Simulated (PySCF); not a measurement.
C2H7FOSi, SMILES C[Si@H](F)CO.

Geometry: PBE0-D3(BJ)/def2-SVP. The structure was generated by enumeration; whether it is a known compound was not checked. Other conformers were not sampled.

The numbers are results of PySCF with HF/def2-TZVP, not measurements.

The molecule is in vacuum.

```yaml
total_energy: -543.23239 hartree
highest_occupied_level: -11.84 eV
lowest_empty_level: 3.44 eV
orbital_gap: 15.28 eV
dipole_moment: 0.676 e·Å
quadrupole, principal values (traceless, Buckingham form, about the centre of nuclear charge): -5.39, -3.90, 9.29 D·Å
mean_static_polarisability: 48.8 bohr³ (7.24 Å³)
polarisability_principal_values: 43.4, 48.0, 55.1 bohr³
```
